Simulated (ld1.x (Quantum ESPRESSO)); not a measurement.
oxygen: one change to an ultrasoft potential, before and after

```
Element                 : oxygen
Generator               : ld1.x (Quantum ESPRESSO) 7.5
Type                    : ultrasoft
Functional              : PBEsol
Relativity              : scalar-relativistic
Frozen core             : [He]
Valence charge          : 6
Reference configuration : 2s2 2p4
Partial waves           : 2s (bound): rcut 0.65, rcutus 0.80 bohr; 2s channel at 1.95 Ry: rcut 0.65, rcutus 0.80 bohr; 2p (bound): rcut 0.70, rcutus 0.95 bohr; 2p channel at 0.4 Ry: rcut 0.70, rcutus 0.95 bohr
Local potential         : all-electron potential smoothed inside 0.90 bohr (lloc = -2)
Core correction         : Bessel-smoothed model core inside 0.80 bohr
Augmentation charge     : built from norm-conserving waves at rcut, not smoothed further
```

All-electron outer shells of the reference configuration (PBEsol, scalar-relativistic, ld1.x):

```tsv
shell	level (eV)	outermost node (bohr)	outermost maximum (bohr)
1s	-512.77	–	0.13
2s	-23.81	0.28	0.87
2p	-8.97	–	0.82
```

Change: waves 2p (bound): rcut 0.66, rcutus 0.70 bohr; 2p channel at 0.4 Ry: rcut 0.66, rcutus 0.70 bohr.

Cutoffs: the cutoffs (Ry, on a coarse ladder) from which the occupation-weighted sum of valence levels, in a spherical-Bessel basis at the reference potential, stays within 10 and 1 mRy of its value at 400 Ry; they do not see the model core or the augmentation charge, which bear on the density cutoff. Errors are all-electron minus pseudo energies relative to the spin-unpolarised reference configuration.

Question: What does the change do?

Answer: The potential gets harder (80 Ry and 140 Ry → 140 Ry and 160 Ry); of the 7 tests that both files solve, the error grows in 0 and shrinks in 1 by more than 15 % and 0.3 meV (median size 4.5 → 4.1 meV); neither file shows a bound ghost. A smaller radius makes the pseudo-wave follow the all-electron one further in, where it bends more sharply, so more plane waves are needed.

```tsv
quantity	base	changed
cutoff, loose	80 Ry	140 Ry
cutoff, tight	140 Ry	160 Ry
loose cutoff by channel (10 mRy a level)	s 40 Ry, p 70 Ry	s 40 Ry, p 100 Ry
bound ghosts	none	none
error for 2s2 2p3, meV [ΔE 16.36 eV]	-0.3	-0.5
error for 2s2 2p2, meV [ΔE 49.84 eV]	+5.0	+4.1
error for 2s2 2p1, meV [ΔE 103.54 eV]	+41	+37
error for 2s2 2p3.5, meV [ΔE 6.25 eV]	-0.4	-0.4
error for 2s1 2p4, meV [ΔE 31.50 eV]	+4.5	+4.2
error for 2s2 2p4.3, meV [ΔE -2.11 eV]	+0.2	+0.2
error for 2s0 2p6, meV [ΔE 29.75 eV]	+24	+22
lowest overlap eigenvalue by channel	s 0.42, p 0.97	s 0.42, p 0.98
```
